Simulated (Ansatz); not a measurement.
Reaction (redistribution): `[CH3][AlH][O][SiH2][GaH2]` + `BN=C=N` → `N=C=N[SiH2][GaH2]` + `B[O][AlH][CH3]`

Gas-phase electronic energies from Ansatz, PBE0-D4/def2-TZVP geometries. CBS: MP2 limit from def2 TZ/QZ plus the TZ coupled-cluster correction, frozen cores. DFT in def2-TZVPP. B3LYP here is the variant with VWN-RPA as its local correlation; programs differ in this. For Ga outer-core shells are correlated without core-valence functions, which leaves a few kJ/mol of doubt a bond. Scalar relativity is left out up to krypton. One conformer a species, not always the lowest.

(1) Is it downhill or uphill in electronic energy at CCSD(T)/CBS, and by how much? (Estimate.)

(2) What do these levels give: PBE-D4, B3LYP-D4, r2SCAN0-D4, r2SCAN, RPA@PBE/def2-TZVPP, HF/CBS(def2)? (Best estimate.)

Largest T1 diagnostic among the species: 0.017.

## Answers

(1) Ansatz gave: Nearly level: ΔE = +0.9 kJ/mol.

(2) The calculation gave: PBE-D4 5.7, B3LYP-D4 5.7, r2SCAN0-D4 4.0, r2SCAN 5.4, RPA@PBE/def2-TZVPP -1.9, HF/CBS(def2) 0.9 kJ/mol.

Leaving LDA and LC-ωPBE aside and taking each functional with its dispersion term where it has one, the values, not all of them listed here, spread over 6.3 kJ/mol, from ωB97X-V to BLYP-D4. At CCSD(T), def2-SVP lies −5.6 kJ/mol from the extrapolated value and def2-TZVPP −0.6 kJ/mol.
